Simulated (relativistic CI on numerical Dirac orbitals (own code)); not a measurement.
# Hyperfine structure of Tm12+, mass number 171

Method of calculation: Dirac-Coulomb-Breit CI, KLI orbitals optimised for each configuration, model QED, unscaled Slater integrals (own radial code, finite nucleus).

CI space (outside the closed core [Ar] 3d10 4p6 4d10): 4s²4f⁹5s², 4s²4f¹¹, 4s²4f¹⁰5s, 4s²4f¹⁰5p, 4s²4f¹⁰5d, 4s²4f¹⁰6s, 4s²4f⁷5s²6s², 4s²4f⁹6s², 4f¹¹5s². The list is cut by size and lacks configurations that can hold low levels.

Nuclear spin I = 1/2, μ = -0.23 μN (tables of Stone and Pyykkö). The electronic factors are computed for point nuclear moments, without core polarisation or the Bohr-Weisskopf and QED corrections.

```tsv
Level	E (cm⁻¹)	A (MHz)
4s²4f⁹5s² ⁶H°15/2	0.0	-454
4s²4f⁹5s² ⁶H°13/2	5875.0	-462.3
4s²4f⁹5s² ⁶H°11/2	9788.0	-494.2
4s²4f⁹5s² ⁶H°9/2	12858.4	-559.1
4s²4f⁹5s² ⁶F°11/2	13820.5	-333.7
4s²4f⁹5s² ⁶H°7/2	15256.6	-700.8
4s²4f⁹5s² ⁶F°9/2	15734.0	-399.9
4s²4f⁹5s² ⁶H°5/2	17035.1	-1021
```

Levels with J = 0, under 50 % of one LS term, or S terms without an open s electron are left out. Small factors come from cancelling terms and can be off by tens of per cent or more.

At this charge energies of transitions that change n are usually good to better than 1 %, and those within a shell (Δn = 0) to a few per cent. Terms inside the open d or f shell come out 10 to 20 % too wide with unscaled integrals. Levels and lines within the n = 5 or 6 shells can be off by up to 10 % or somewhat more, and those that change n by about 2 %, since core polarisation is missing.

(1) Give the hyperfine levels of 4s²4f⁹5s² ⁶H°15/2 relative to its centre of gravity.

Results:

(1) With K = F(F + 1) − I(I + 1) − J(J + 1), E = AK/2: F = 7: 1930, F = 8: -1703 MHz.

LS names give the leading component of a level, which can be under half, so a name can repeat, a term be missing and a line seem to break the LS rules.
